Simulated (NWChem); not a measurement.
System: hydrogen bromide (HBr); SMILES Br

Input file for NWChem:

```
start job
memory heap 200 mb stack 900 mb global 1100 mb
geometry units angstroms noautosym nocenter noautoz
  Br     0.000000     0.000000     0.049320
  H      0.000000     0.000000    -1.373047
end
basis spherical
  Br library sto-3g
  H library sto-3g
end
dft
  xc hfexch
  iterations 150
end
property
  shielding
end
task dft property
```

Output (shortened):

```
             Northwest Computational Chemistry Package (NWChem) 7.3.0
             --------------------------------------------------------

                             Geometry "geometry" -> ""
                             -------------------------

 Output coordinates in angstroms (scale by  1.889725989 to convert to a.u.)

  No.       Tag          Charge          X              Y              Z
 ---- ---------------- ---------- -------------- -------------- --------------
    1 Br                  35.0000     0.00000000     0.00000000     0.04932000
    2 H                    1.0000     0.00000000     0.00000000    -1.37304700

 Effective nuclear repulsion energy (a.u.)      13.0213958247

  xc_inp: hfexch multiplicative factor not found.
                              NWChem Property Module
                              ----------------------

  itol2e modified to match energy
  convergence criterion.

                                 NWChem DFT Module
                                 -----------------

 Summary of "ao basis" -> "ao basis" (spherical)
 ------------------------------------------------------------------------------
       Tag                 Description            Shells   Functions and Types
 ---------------- ------------------------------  ------  ---------------------
 Br                          sto-3g                  8       18   4s3p1d
 H                           sto-3g                  1        1   1s

  itol2e modified to match energy
  convergence criterion.

            General Information
            -------------------
          SCF calculation type: DFT
          Wavefunction type:  closed shell.
          No. of atoms     :     2
          No. of electrons :    36
           Alpha electrons :    18
            Beta electrons :    18
          Charge           :     0
          Spin multiplicity:     1
          Use of symmetry is: off; symmetry adaption is: off
          Maximum number of iterations: 150
          AO basis - number of functions:    19
                     number of shells:     9
          Convergence on energy requested:  1.00D-07
          Convergence on density requested:  1.00D-05
          Convergence on gradient requested:  5.00D-04

              XC Information
              --------------
                     Hartree-Fock (Exact) Exchange  1.000

      Superposition of Atomic Density Guess
      -------------------------------------

 Sum of atomic energies:       -2545.11215245

      Non-variational initial energy
      ------------------------------

 Total energy =   -2545.053065
 1-e energy   =   -3588.502955
 2-e energy   =    1030.428494
 HOMO         =      -0.277052
 LUMO         =       0.341391

   convergence    iter        energy       DeltaE   RMS-Dens  Diis-err
 ---------------- ----- ----------------- --------- --------- ---------
 d= 0,ls=0.0,diis     1  -2545.2056001530 -2.56D+03  2.41D-02  7.45D-02
 d= 0,ls=0.0,diis     2  -2545.2279973921 -2.24D-02  1.89D-03  4.36D-04
 d= 0,ls=0.0,diis     3  -2545.2281235109 -1.26D-04  3.22D-05  4.38D-07
 d= 0,ls=0.0,diis     4  -2545.2281235684 -5.75D-08  4.48D-06  5.89D-09

         Total DFT energy =    -2545.228123568424
      One electron energy =    -3588.240100475201
           Coulomb energy =     1120.972561812438
    Exchange-Corr. energy =      -90.981980730359
 Nuclear repulsion energy =       13.021395824699

 Numeric. integr. density =        0.000000000000

                       DFT Final Molecular Orbital Analysis
                       ------------------------------------

 Vector   16  Occ=2.000000D+00  E=-4.872700D-01
              MO Center= -3.9D-17,  1.1D-16, -1.6D-01, r^2= 1.6D+00
   Bfn.  Coefficient  Atom+Function         Bfn.  Coefficient  Atom+Function
  ----- ------------  ---------------      ----- ------------  ---------------
    13      0.631371  1 Br pz                19     -0.536261  2 H  s
    10      0.505756  1 Br s                  9     -0.211606  1 Br pz
     6     -0.093223  1 Br s                  5      0.070325  1 Br pz
     2      0.047324  1 Br s

 Vector   17  Occ=2.000000D+00  E=-3.334026D-01
              MO Center=  5.3D-18, -3.0D-16,  4.9D-02, r^2= 1.1D+00
   Bfn.  Coefficient  Atom+Function         Bfn.  Coefficient  Atom+Function
  ----- ------------  ---------------      ----- ------------  ---------------
    12      1.026436  1 Br py                 8     -0.301350  1 Br py
     4      0.099789  1 Br py

 Vector   18  Occ=2.000000D+00  E=-3.334026D-01
              MO Center=  2.7D-16,  7.5D-18,  4.9D-02, r^2= 1.1D+00
   Bfn.  Coefficient  Atom+Function         Bfn.  Coefficient  Atom+Function
  ----- ------------  ---------------      ----- ------------  ---------------
    11      1.026436  1 Br px                 7     -0.301350  1 Br px
     3      0.099789  1 Br px

 Vector   19  Occ=0.000000D+00  E= 3.927045D-01
              MO Center= -6.6D-17,  5.0D-17, -8.0D-01, r^2= 1.4D+00
   Bfn.  Coefficient  Atom+Function         Bfn.  Coefficient  Atom+Function
  ----- ------------  ---------------      ----- ------------  ---------------
    19      1.087415  2 H  s                 13      0.978229  1 Br pz
    10     -0.492724  1 Br s                  9     -0.237328  1 Br pz
     5      0.078302  1 Br pz                 6      0.049766  1 Br s
    16     -0.039476  1 Br d  0               2     -0.034709  1 Br s

     Multipole analysis of the density
     ---------------------------------

     L   x y z        total         alpha         beta         nuclear
     -   - - -        -----         -----         ----         -------
     0   0 0 0     -0.000000    -18.000000    -18.000000     36.000000

     1   1 0 0      0.000000      0.000000      0.000000      0.000000
     1   0 1 0      0.000000      0.000000      0.000000      0.000000
     1   0 0 1     -0.509769     -0.588566     -0.588566      0.667362

     2   2 0 0    -12.944777     -6.472388     -6.472388      0.000000
     2   1 1 0      0.000000      0.000000      0.000000      0.000000
     2   1 0 1      0.000000      0.000000      0.000000      0.000000
     2   0 2 0    -12.944777     -6.472388     -6.472388      0.000000
     2   0 1 1     -0.000000     -0.000000     -0.000000      0.000000
     2   0 0 2    -11.122295     -9.079350     -9.079350      7.036405

          -----------------------------------------
          Chemical Shielding Tensors (GIAO, in ppm)
          -----------------------------------------

                                NWChem CPHF Module
                                ------------------

  scftype          =     RHF
  nclosed          =       18
  nopen            =        0
  variables        =       18
  # of vectors     =        3
  tolerance        = 0.10D-03
  level shift      = 0.00D+00
  max iterations   =       50
  max subspace     =       30

 SCF residual:    3.9154556082805440E-006

Iterative solution of linear equations
  No. of variables       18
  No. of equations        3
  Maximum subspace       30
        Iterations       50
       Convergence  1.0D-04

   iter   nsub   residual    time
   ----  ------  --------  ---------
     1      3    5.52D-01       1.0
     2      6    4.34D-02       1.2
     3      9    2.11D-03       1.4
     4     12    1.55D-05       1.5

      Atom:    1  Br
        Diamagnetic
   3093.1189      0.0000     -0.0000
      0.0000   3093.1189      0.0000
     -0.0000      0.0000   3102.6543

        Paramagnetic
   -266.6149      0.0000      0.0000
      0.0000   -266.6149     -0.0000
      0.0000     -0.0000     -0.0000

        Total Shielding Tensor
   2826.5040      0.0000      0.0000
      0.0000   2826.5040     -0.0000
      0.0000     -0.0000   3102.6543

           isotropic =    2918.5541
          anisotropy =     276.1503

          Principal Components and Axis System
                 1           2           3
             3102.6543   2826.5040   2826.5040

      1         0.0000      0.0000      1.0000
      2        -0.0000      1.0000      0.0000
      3         1.0000     -0.0000      0.0000

      Atom:    2  H
        Diamagnetic
     23.1251      0.0000      0.0000
      0.0000     23.1251     -0.0000
      0.0000     -0.0000     49.2532

        Paramagnetic
      3.4572     -0.0000     -0.0000
     -0.0000      3.4572      0.0000
     -0.0000      0.0000     -0.0000

        Total Shielding Tensor
     26.5823      0.0000      0.0000
      0.0000     26.5823      0.0000
      0.0000      0.0000     49.2532

           isotropic =      34.1393
          anisotropy =      22.6709

          Principal Components and Axis System
                 1           2           3
               49.2532     26.5823     26.5823

      1         0.0000      1.0000      0.0000
      2         0.0000      0.0000      1.0000
      3         1.0000      0.0000      0.0000
```

Level: Hartree-Fock/STO-3G, GIAO. STO-3G and 3-21G are far too small for this property and stand as cheap habits. All runs use the structure optimised with PBE0/def2-SVP. The printed shielding anisotropy is the first printed principal value minus the mean of the other two.
